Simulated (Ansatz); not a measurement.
A calculation with Ansatz (development build ahead of 0.2.0).

```yaml
crystal:
  periodic: [false, false, false]
  atoms:
    - { symbol: Ni, position_ang: [0.0, 0.0, 0.0] }
    - { symbol: C, position_ang: [0.0, 1.84, 0.0] }
    - { symbol: Si, position_ang: [0.0, -2.162, 0.0] }
basis:
  gaussian: { orbitals: pcseg-2 }
magnetization:
  spin_polarized: true
hamiltonian:
  xc: r2scan
```

The input is written out in the form of the current development build from the run's settings.

The run gave:

- Converged: yes
- Total energy: -1835.65007 hartree
- Spin squared of the determinant: 2.010
- Stability test: minimum

Caution: another spin multiplicity may lie lower; the unrestricted determinant is a mixture of spin states.
